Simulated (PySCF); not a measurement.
Species: `O=C[C@@H]1CSSC[SiH2]1`. The columns A, B, C and D hold Mulliken, IAO, Hirshfeld and ESP-fitted charges (e) of one PBE0/pcSseg-1 density (PySCF), in a shuffled order. Coordinates in Å (GFN2-xTB); the density's dipole moment is (0.59, 1.03, 1.38) D.

| atom | x | y | z | A | B | C | D |
| --- | --- | --- | --- | --- | --- | --- | --- |
| O1 | -2.245 | -1.734 | -0.412 | -0.400 | -0.232 | -0.361 | -0.488 |
| C2 | -1.606 | -0.761 | -0.716 | +0.257 | +0.116 | +0.281 | +0.466 |
| C3 | -1.054 | 0.224 | 0.250 | -0.430 | -0.122 | -0.580 | -0.089 |
| C4 | -0.652 | 1.537 | -0.402 | -0.344 | -0.076 | -0.278 | -0.307 |
| S5 | 0.634 | 1.307 | -1.689 | +0.023 | +0.014 | -0.031 | -0.096 |
| S6 | 2.271 | 0.957 | -0.548 | +0.040 | +0.008 | -0.028 | -0.084 |
| C7 | 1.907 | -0.745 | 0.045 | -0.635 | -0.171 | -0.621 | -0.400 |
| Si8 | 0.390 | -0.659 | 1.196 | +0.763 | +0.340 | +0.708 | +0.373 |
| H9 | -1.345 | -0.555 | -1.773 | +0.101 | +0.026 | +0.090 | +0.004 |
| H10 | -1.817 | 0.419 | 1.009 | +0.175 | +0.055 | +0.183 | +0.088 |
| H11 | -1.491 | 1.997 | -0.925 | +0.160 | +0.049 | +0.169 | +0.170 |
| H12 | -0.259 | 2.242 | 0.330 | +0.164 | +0.044 | +0.178 | +0.143 |
| H13 | 1.775 | -1.378 | -0.830 | +0.168 | +0.041 | +0.187 | +0.150 |
| H14 | 2.806 | -1.061 | 0.567 | +0.174 | +0.051 | +0.181 | +0.217 |
| H15 | 0.731 | 0.216 | 2.322 | -0.113 | -0.074 | -0.045 | -0.082 |
| H16 | -0.054 | -1.997 | 1.563 | -0.102 | -0.067 | -0.035 | -0.065 |

**Question.** Which column most likely holds the ESP-fitted charges?

**Answer.** D. Σ q r misses the density's dipole by 0.07 D (D), 1.23 D (C), 1.28 D (A), 1.36 D (B). Charges fitted to the outside potential are the only set here that is tied to the molecule's multipoles.

**Question.** And the Hirshfeld charges?

**Answer.** B. The mean sizes are 0.093 e (B), 0.201 e (D), 0.247 e (C), 0.253 e (A), and Hirshfeld charges are commonly the smallest of these schemes.

As computed, A = IAO, B = Hirshfeld, C = Mulliken, D = ESP-fitted. Hydrogens on carbon: IAO +0.10 to +0.17, Hirshfeld +0.03 to +0.05, Mulliken +0.09 to +0.19, ESP-fitted 0.00 to +0.22 e.

The ESP scheme fits charges at the nuclei, held to the total charge, to the electrostatic potential on points at 1.4 to 2.0 times the van der Waals radii. The IAO scheme counts the electrons in orthogonalised intrinsic atomic orbitals, a minimal basis polarised so that it spans the occupied orbitals exactly.

Isolated species at its GFN2-xTB geometry (one conformer only).
